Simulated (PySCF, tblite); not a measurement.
C5H2F4N2.
Cartesian coordinates in Å at the GFN2-xTB level; atoms count from 1:
```
atom  x, y, z in Å
F1    -2.3949    1.7730    0.0735
C2    -1.5661    0.7326    0.0263
C3    -2.0642   -0.5688   -0.0518
N4    -1.2584   -1.6097   -0.1061
N5     0.0233   -1.4600   -0.0798
C6     0.5563   -0.2539    0.0024
C7     2.0692   -0.1927    0.0106
F8     2.6273   -1.2169    0.6488
F9     2.5106    0.9293    0.6028
F10    2.5619   -0.1800   -1.2371
C11   -0.1967    0.9200    0.0521
H12   -3.1243   -0.7717   -0.0711
H13    0.2516    1.8991    0.1116
```

Computed, not measured: PBE0/def2-SVPD in PySCF (dipole) on a GFN2-xTB geometry, gas phase.

Masses are those of the commonest isotopes; rigid-rotor values at the optimised geometry. 

(1) Give the principal moments of inertia and the rotational constants in cm⁻¹.

(2) What kind of rotor is it?

(3) What does the inertial defect say?

(4) Where do the levels up to J = 5 lie, in MHz?

(5) Which lines would a microwave search look for?

(6) Estimate the classical rotational partition function at 50 K, 200 K and 298.15 K.

Answers

(1) Ia = 226.55, Ib = 684.63, Ic = 823.22 u·Å²; 505379 MHz·u·Å²/I gives 2231, 738.2 and 613.9 MHz, that is A = 0.07441, B = 0.02462, C = 0.02048 cm⁻¹.

(2) An asymmetric top; Ray's κ = -0.846.

(3) Not planar: Δ = Ic − Ia − Ib = -87.96 u·Å². For a rigid frame Δ = −2 Σ m c², so Σ m c² = 43.98 u·Å² lies off the ab plane: 0.00 from hydrogen and 43.98 from heavier atoms. The atom farthest from that plane is 1.25 Å away.

(4) Above 0(0,0):
J = 1: 1(0,1) 1352, 1(1,1) 2845, 1(1,0) 2969
J = 2: 2(0,2) 4049, 2(1,2) 5425, 2(1,1) 5797, 2(2,1) 10275, 2(2,0) 10282
J = 3: 3(0,3) 8075, 3(1,3) 9290, 3(1,2) 10035, 3(2,2) 14331, 3(2,1) 14368, 3(3,1) 22109, 3(3,0) 22109
J = 4: 4(0,4) 13411, 4(1,4) 14436, 4(1,3) 15676, 4(2,3) 19734, 4(2,2) 19844, 4(3,2) 27532, 4(3,1) 27534, 4(4,1) 38402, 4(4,0) 38402
J = 5: 5(0,5) 20030, 5(1,5) 20855, 5(1,4) 22712, 5(2,4) 26478, 5(2,3) 26729, 5(3,3) 34315, 5(3,2) 34323, 5(4,2) 45179, 5(4,1) 45179, 5(5,1) 59155, 5(5,0) 59155
Those of J = 1 are B + C, A + C and A + B.

(5) The dipole components are |μa| = 2.61 D, |μb| = 2.31 D, |μc| = 0.06 D. The squared components, which scale the intensities, stand as 1.00 : 0.78 : 0.00 (a : b : c). Some lines, for components of 0.1 D or more:

```tsv
type	branch	J(Ka,Kc)	MHz	lower level (cm⁻¹)
a	Q	2(1,1) ← 2(1,2)	373	0.181
b	R	2(0,2) ← 1(1,1)	1204	0.095
a	R	1(0,1) ← 0(0,0)	1352	0.000
b	Q	1(1,0) ← 1(0,1)	1617	0.045
b	Q	2(1,1) ← 2(0,2)	1749	0.135
a	R	2(1,2) ← 1(1,1)	2580	0.095
a	R	2(0,2) ← 1(0,1)	2697	0.045
a	R	2(1,1) ← 1(1,0)	2828	0.099
b	R	1(1,1) ← 0(0,0)	2845	0.000
b	R	2(1,2) ← 1(0,1)	4072	0.045
b	Q	2(2,0) ← 2(1,1)	4485	0.193
b	Q	2(2,1) ← 2(1,2)	4850	0.181
b	R	2(2,1) ← 1(1,0)	7306	0.099
b	R	2(2,0) ← 1(1,1)	7438	0.095
```

(6) Point group C1, symmetry number σ = 1; q = (√π/σ)·√((kT/h)³/(ABC)), k/h = 20836.6 MHz/K: 59300 at 50 K, 474000 at 200 K, 863000 at 298.15 K.

Its lowest GFN2-xTB frequency is 9 cm⁻¹, too small to tell a flat minimum from a shallow saddle. No vibrational averaging or centrifugal distortion is included, and the geometry carries the error of its method. Quadrupole hyperfine structure (14N) is left out.
